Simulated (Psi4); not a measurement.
Br (SMILES [Br-]), charge -1, singlet (a gas-phase anion, which may not be bound at this level).

The Psi4 input:
```
memory 2 GB

molecule {
-1 1
  Br    0.00000000    0.00000000    0.00000000
}

set basis 6-311g**

energy('r2scan')
print_variables()
```

Task: Estimate the number of basis functions that R2SCAN/6-311G** run with Psi4 1.11 returns for this input.

Result: 44

Task: Give the total energy at the level R2SCAN/6-311G**.

Result: -2574.1808 Eh

A gas-phase anion may not be bound at this level; its values then depend on the basis.
